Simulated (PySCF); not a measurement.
Species: `S(c1cocn1)CC`. The columns A, B, C and D hold Mulliken, IAO, Hirshfeld and ESP-fitted charges (e) of one PBE0/pcSseg-1 density (PySCF), in a shuffled order. Coordinates in Å (GFN2-xTB); the density's dipole moment is (0.42, 0.68, -0.14) D.

```
atom       x       y       z       A       B       C       D
  C1  -1.905   0.509  -1.238  -0.257  -0.319  -0.128  -0.420
  C2  -1.809  -0.137   0.129  -0.358  +0.111  -0.063  -0.321
  S3  -0.651  -1.552   0.139  +0.090  -0.265  +0.016  +0.144
  C4   0.864  -0.697   0.123  -0.106  +0.210  -0.007  -0.071
  C5   2.128  -1.214   0.063  +0.145  -0.099  -0.019  -0.055
  O6   2.996  -0.175   0.093  -0.348  -0.250  -0.060  -0.229
  C7   2.228   0.910   0.166  +0.331  +0.392  +0.088  +0.153
  N8   0.959   0.668   0.188  -0.431  -0.473  -0.170  -0.333
  H9  -0.946   0.939  -1.515  +0.138  +0.101  +0.031  +0.155
 H10  -2.648   1.304  -1.215  +0.117  +0.079  +0.044  +0.143
 H11  -2.197  -0.222  -1.989  +0.118  +0.104  +0.035  +0.144
 H12  -1.452   0.566   0.878  +0.171  +0.029  +0.038  +0.166
 H13  -2.763  -0.562   0.439  +0.152  +0.100  +0.048  +0.157
 H14   2.509  -2.210   0.007  +0.111  +0.198  +0.068  +0.183
 H15   2.682   1.880   0.202  +0.128  +0.082  +0.079  +0.184
```

Problem. Which column most likely holds the ESP-fitted charges?

Solution. B. Σ q r misses the density's dipole by 0.03 D (B), 0.78 D (C), 1.43 D (D), 1.46 D (A). Charges fitted to the outside potential are the only set here that is tied to the molecule's multipoles.

Problem. And the Hirshfeld charges?

Solution. C. The mean sizes are 0.059 e (C), 0.187 e (B), 0.191 e (D), 0.200 e (A), and Hirshfeld charges are commonly the smallest of these schemes.

As computed, A = Mulliken, B = ESP-fitted, C = Hirshfeld, D = IAO. Hydrogens on carbon: Mulliken +0.11 to +0.17, ESP-fitted +0.03 to +0.20, Hirshfeld +0.03 to +0.08, IAO +0.14 to +0.18 e.

The ESP scheme is a least-squares fit of atom-centred charges to the potential on four shells outside the van der Waals surface, with the total charge fixed. The IAO scheme projects the occupied orbitals on a minimal set of polarised atomic orbitals and counts the electrons in each atom's part of it.

Geometry: GFN2-xTB, one conformer, isolated molecule.

These values come from a run that also computed NMR shieldings. On an Arm Neoverse N1 with one thread, no GPU, shared host with 64 logical CPUs at a one-minute load of 50, this took 41 s and 0.81 GiB of memory at its peak.

Conformer computed: `[CH3:1][CH2:2][S:3][c:4]1[cH:5][o:6][cH:7][n:8]1`: C1–C2–S3–C4 76°, C2–S3–C4–C5 -177°.
